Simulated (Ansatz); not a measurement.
Process, species as SMILES: OBO [boronic acid] + H+ → OB[OH2+]
Each molecule is optimised on its own at B3LYP-D3(BJ)/def2-TZVP (Ansatz, an electronic-structure program), one conformer each, not searched for the lowest. Frequencies are from Ansatz.

Wanted: proton affinity (enthalpy at 298 K, with B3LYP-D3(BJ) rigid-rotor harmonic-oscillator terms), positive where the reaction releases energy, in kJ/mol. Correlated levels leave the core frozen unless marked. No spin-orbit coupling. Non-relativistic. CBS(X,Y): correlation extrapolated as X^-3; Hartree-Fock from the larger set.

| level | program | proton affinity (kJ/mol) |
|---|---|---|
| SVWN5/def2-TZVPD | Ansatz | 703.9 |

Task: Predict the CCSD(T)/CBS(cc-pVTZ,cc-pVQZ) result (Ansatz).

Result: 730.6 kJ/mol
